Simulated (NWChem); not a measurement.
Total energies of HB

```
B
H 1 1.2523
```
Charge 0, spin multiplicity 1.

The numbers come from NWChem runs, not from measurements. The geometry was optimised at PBE0/def2-SVP, a minimum by its harmonic frequencies.

Basis set: def2-QZVP (87 functions).

| method | total energy (Ha) |
|---|---|
| RHF | -25.13112 |
| MP2 | -25.20902 |
| B2PLYP | -25.26866 |
| PBE | -25.24122 |
| B3LYP | -25.30141 |
| TPSS | -25.30343 |
| CCSD(T) | -25.23486 |

Total energies of different functionals aren't comparable as a measure of quality: only differences taken within one method are. 

The correlated methods keep 1 core orbital frozen. B3LYP has NWChem's definition, with VWN1-RPA local correlation. The structure started from a generated list of species. Coupled-cluster values serve here as a point of comparison, not as the truth.
